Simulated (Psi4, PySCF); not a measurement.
The PySCF input:
```python
from pyscf import gto, scf, dft

mol = gto.M(
    atom='''
C    -1.067800   -1.509700   -0.604200
C    -1.053300   -0.204200    0.152600
C    -1.641800    0.943800   -0.631400
Sn    1.057100    0.273000    0.716100
O     2.259000   -0.038800   -0.857600
O     1.842900   -0.867200    2.139400
O     1.483700    2.144800    1.248200
H    -0.512800   -1.425200   -1.533700
H    -0.635600   -2.315800   -0.015000
H    -2.098300   -1.774100   -0.840400
H    -1.549000   -0.308600    1.120100
H    -2.693300    0.736900   -0.829000
H    -1.134100    1.063600   -1.586100
H    -1.579500    1.879600   -0.078200
H     3.170600    0.208300   -0.712700
H     2.459900   -1.521000    1.804800
H     1.692500    2.714600    0.507000
''',
    basis='sto-3g',
    charge=-1,
    spin=1,
    verbose=4,
)

mf = dft.UKS(mol)
mf.xc = 'pbe0'
mf.grids.atom_grid = (99, 590)
mf.grids.prune = None
mf.kernel()
```

Problem. Give the equivalent Psi4 input.

Solution. This is not unique; one that fits is 
```
memory 2 GB

molecule mol {
-1 2
C    -1.067800   -1.509700   -0.604200
C    -1.053300   -0.204200    0.152600
C    -1.641800    0.943800   -0.631400
Sn    1.057100    0.273000    0.716100
O     2.259000   -0.038800   -0.857600
O     1.842900   -0.867200    2.139400
O     1.483700    2.144800    1.248200
H    -0.512800   -1.425200   -1.533700
H    -0.635600   -2.315800   -0.015000
H    -2.098300   -1.774100   -0.840400
H    -1.549000   -0.308600    1.120100
H    -2.693300    0.736900   -0.829000
H    -1.134100    1.063600   -1.586100
H    -1.579500    1.879600   -0.078200
H     3.170600    0.208300   -0.712700
H     2.459900   -1.521000    1.804800
H     1.692500    2.714600    0.507000
}

set {
  basis sto-3g
  reference uks
  scf_type pk
  puream true
  d_convergence 1e-8
  dft_radial_points 99
  dft_spherical_points 590
}

energy('pbe0')
print_variables()
```

Both were run: PySCF gave -6305.916420 Eh and Psi4 -6305.916377 Eh, 0.043 mEh apart.
